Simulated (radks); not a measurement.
Results of a calculation; reference values are marked as such.
Task: Coherent X-ray form factor from a spherical all-electron density. Level of theory: Dirac Kohn-Sham, PBE, spin-unpolarised, spherical densities, finite nucleus; Fermi nuclear charge, rms radius of each element as measured or else 0.836 A^(1/3) + 0.57 fm (a radial shooting solver on a logarithmic mesh with Libxc functionals).

sin(theta)/lambda (1/angstrom)  f0 (electrons)
0.05                                    72.047
0.1                                     69.539
0.15                                    66.192
0.2                                     62.576
0.25                                    58.976
0.3                                     55.506
0.4                                     49.132
0.5                                     43.612
0.6                                     38.894
0.8                                     31.311
1                                       25.603
1.25                                    20.636
1.5                                     17.504
2                                       13.867

The species is in the configuration that NIST lists as its ground one. Which atom or ion scatters so?

Result: The tungsten ion W+, [Xe] 4f14 5d4 6s1. Extrapolating in s^2 from the first two rows gives f0(0) = 72.9, near the electron count 73; among species with that count, the fall with angle is slower the higher Z, and the table is that of Z = 74; from so few rows the species is fixed only to a neighbour or two.
